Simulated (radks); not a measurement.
The numbers below are computed, except where a source is named.
Task: The gallium ion Ga3+ is in [Ar] 3d10. Code: a radial shooting solver on a logarithmic mesh with Libxc functionals. Model: Dirac Kohn-Sham, BLYP, spin-unpolarised, spherical densities, finite nucleus; Fermi nuclear charge, rms radius of each element as measured or else 0.836 A^(1/3) + 0.57 fm. Sub-shells are occupied by j as written (lower j first in brackets). One electron is removed from 3p1/2, 3p3/2, 3d3/2, 3d5/2 in turn, with full relaxation. Which removal costs least, and what does each cost?

Result: 3d5/2 63.645 eV; 3d3/2 64.155 eV; 3p3/2 143.42 eV; 3p1/2 147.15 eV. The 3d5/2 electron leaves first.
